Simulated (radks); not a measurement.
Valence configurations of neutral sulfur (all share [Ne]). All-electron calculation, non-relativistic Kohn-Sham, PBE, spin-unpolarised, spherical densities, point nucleus. Program: a radial shooting solver on a logarithmic mesh with Libxc functionals. Energies are relative to 3s2 3p4; eigenvalues in eV.

| valence | E (eV) | e(3p) | e(3s) |
|---|---|---|---|
| 3s2 3p4 | 0.000 | -7.021 | -17.143 |
| 3s1 3p5 | 10.183 | -7.565 | -17.807 |
| 3p6 | 20.480 | -8.073 | - |
| 3s1.5 3p4.5 | 5.077 | -7.298 | -17.482 |
| 3s0.5 3p5.5 | 15.318 | -7.823 | -18.120 |

NIST lists [Ne] 3s2 3p4 as the ground configuration; this level of theory agrees among the configurations tried. The energies are those of spherical spin-averaged densities, not of single terms.
